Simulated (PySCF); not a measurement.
N²⁺: ionisation energy

N²⁺ [He] 2s2 2p1 (2P) → N³⁺ [He] 2s2 (1S), as a difference of total energies. All numbers are calculated (PySCF 2.14, no relativity, point nucleus, in aug-cc-pVTZ (5s4p3d2f, 46 functions)). Correlated levels: valence: 1s2 frozen. The calculations carry no spin-orbit coupling.

```
           method  ionisation energy (eV)
              UHF                  47.265
              LDA                  47.833
              PBE                  47.984
             PBE0                  47.970
           r2SCAN                  48.187
             BP86                  48.037
             PW91                  48.122
             MN15                  47.592
            B3LYP                  48.258
    MP2 (valence)                  47.451
SCS-MP2 (valence)                  47.402
```

Problem. How much does correlation contribute at MP2 (valence)?

Solution. 47.451 − (47.265) = 0.186 eV, measured against UHF.

A first-order spin-orbit estimate (lowest level to lowest level, LS coupling) adds 0.014 eV.

Errors of the correlated levels include the incompleteness of this basis and the frozen core.

For comparison: 47.445 eV (semi-empirical (NIST evaluation); NIST Atomic Spectra Database, ionization energies).
